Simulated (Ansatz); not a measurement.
C$_{2}$H$_{8}$SiSn, SMILES `[SiH3][SnH]1[CH2][CH2]1`, relaxed with RKS PBE-D4/def2-SVP in Ansatz from a rough embedded geometry. The force threshold is 0.03 eV/Å; the program also tests the step.

Total charge 0; spin multiplicity 1. Sn takes the def2 core potential.

Start:

```xyz
12

Si    0.675   -2.088    0.221
Sn    0.176    0.175    1.043
C    -1.287    1.213   -0.139
C    -0.057    1.437   -0.763
H     1.807   -2.082   -0.756
H     1.098   -2.997    1.381
H    -0.514   -2.717   -0.408
H     1.312    1.000    2.016
H    -2.011    0.568   -0.694
H    -1.748    2.141    0.366
H     0.165    0.891   -1.666
H     0.385    2.457   -0.601
```

Question: By how much does the energy fall, and how many steps does the optimiser take? (Estimate.)

Answer: The calculation gave: 91.21 kJ/mol, in 15 steps, 1 of them rejected.

Question: Which bonds change most? (Estimate.)

Answer: The calculation gave: Sn2–C3 from 2.148 to 2.486 Å; Si1–Sn2 from 2.459 to 2.663 Å; Sn2–H8 from 1.708 to 1.789 Å; C3–H10 from 1.153 to 1.102 Å.

Question: Give the relaxed structure. (An estimate is asked.)

Answer: The calculation gave: 
```xyz
12

Si    0.814   -1.834    0.181
Sn   -0.424    0.017    1.643
C    -1.306    1.455   -0.182
C    -0.180    1.001   -0.850
H     2.039   -1.423   -0.599
H     1.238   -2.946    1.111
H    -0.156   -2.444   -0.806
H     1.024    1.040    1.881
H    -2.300    1.029   -0.393
H    -1.289    2.413    0.362
H    -0.244    0.166   -1.567
H     0.785    1.526   -0.780
```
